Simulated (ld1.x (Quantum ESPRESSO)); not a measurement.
Reading a pseudo-wave (Cl (Z = 17))

Columns: radius, all-electron u(r) and pseudo u(r) of the 3p shell (level -8.56 eV) of chlorine in the configuration [Ne] 3s2 3p5; PBEsol, scalar-relativistic, TM scheme, ld1.x (Quantum ESPRESSO) 7.5.

```json
{"r (bohr)": "0.070", "all-electron": "0.1213", "pseudo": "-0.0078"}
{"r (bohr)": "0.140", "all-electron": "0.2756", "pseudo": "-0.0302"}
{"r (bohr)": "0.210", "all-electron": "0.3534", "pseudo": "-0.0649"}
{"r (bohr)": "0.280", "all-electron": "0.3505", "pseudo": "-0.1081"}
{"r (bohr)": "0.350", "all-electron": "0.2879", "pseudo": "-0.1557"}
{"r (bohr)": "0.420", "all-electron": "0.1883", "pseudo": "-0.2042"}
{"r (bohr)": "0.490", "all-electron": "0.0701", "pseudo": "-0.2513"}
{"r (bohr)": "0.560", "all-electron": "-0.0538", "pseudo": "-0.2968"}
{"r (bohr)": "0.630", "all-electron": "-0.1748", "pseudo": "-0.3423"}
{"r (bohr)": "0.700", "all-electron": "-0.2873", "pseudo": "-0.3901"}
{"r (bohr)": "0.770", "all-electron": "-0.3886", "pseudo": "-0.4424"}
{"r (bohr)": "0.840", "all-electron": "-0.4774", "pseudo": "-0.4996"}
{"r (bohr)": "0.910", "all-electron": "-0.5533", "pseudo": "-0.5595"}
{"r (bohr)": "0.980", "all-electron": "-0.6165", "pseudo": "-0.6172"}
{"r (bohr)": "1.050", "all-electron": "-0.6674", "pseudo": "-0.6674"}
{"r (bohr)": "1.120", "all-electron": "-0.7070", "pseudo": "-0.7070"}
{"r (bohr)": "1.190", "all-electron": "-0.7364", "pseudo": "-0.7364"}
{"r (bohr)": "1.260", "all-electron": "-0.7567", "pseudo": "-0.7567"}
{"r (bohr)": "1.330", "all-electron": "-0.7691", "pseudo": "-0.7691"}
{"r (bohr)": "1.400", "all-electron": "-0.7746", "pseudo": "-0.7746"}
{"r (bohr)": "1.470", "all-electron": "-0.7742", "pseudo": "-0.7742"}
{"r (bohr)": "1.540", "all-electron": "-0.7690", "pseudo": "-0.7690"}
{"r (bohr)": "1.610", "all-electron": "-0.7596", "pseudo": "-0.7596"}
{"r (bohr)": "1.680", "all-electron": "-0.7469", "pseudo": "-0.7469"}
{"r (bohr)": "1.750", "all-electron": "-0.7314", "pseudo": "-0.7314"}
{"r (bohr)": "1.820", "all-electron": "-0.7138", "pseudo": "-0.7138"}
```

**Question.** How many radial nodes do the two functions have?

**Answer.** The all-electron 3p function has n − l − 1 = 1; the pseudo-wave has 0, since the states of the same l below it are removed with the core.

**Question.** At about which radius was the pseudo-wave matched?

**Answer.** 1.10 bohr, where the columns begin to agree (steps of 0.07 bohr).

**Question.** Is the pseudo-wave norm-conserving?

**Answer.** Yes: the TM scheme keeps the norm inside the radius equal to the all-electron one, which fixes the energy derivative of the logarithmic derivative at the level.
